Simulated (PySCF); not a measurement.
CH5AlO2, SMILES [OH][Al]([CH3])[OH]. Atoms are numbered in the order given.

```xyz
9

Al     0.0379     0.0358     0.0031
C     -1.4327    -1.2297    -0.1293
H     -1.1000    -2.1661    -0.6235
H     -2.2803    -0.8157    -0.7103
H     -1.8042    -1.5114     0.8775
O     -0.0926     1.5365    -0.8309
H      0.5788     2.2347    -0.8364
O      1.4066    -0.4070     0.9487
H      2.1975     0.1351     1.0856
```

Geometry: PBE-D3(BJ)/def2-SVP. The isomer is the one that the SMILES or the coordinates give; other isomers of the formula were not compared. One conformer was computed; it need not be the lowest.

Calculation: M06-2X/def2-TZVP (PySCF).

Gas-phase values at a fixed geometry.

Task: Estimate the frontier levels, gap, dipole moment and polarisability. (Estimate from the structure and the level; the computed values follow.)

Result: 
```yaml
highest_occupied_level: -9.82 eV
lowest_empty_level: 0.36 eV
orbital_gap: 10.18 eV
dipole_moment: 1.75 D
quadrupole, principal values (traceless, Buckingham form, about the centre of nuclear charge): -10.18, 1.47, 8.71 D·Å
mean_static_polarisability: 42.0 bohr³ (6.22 Å³)
polarisability_principal_values: 35.2, 42.1, 48.7 bohr³
```
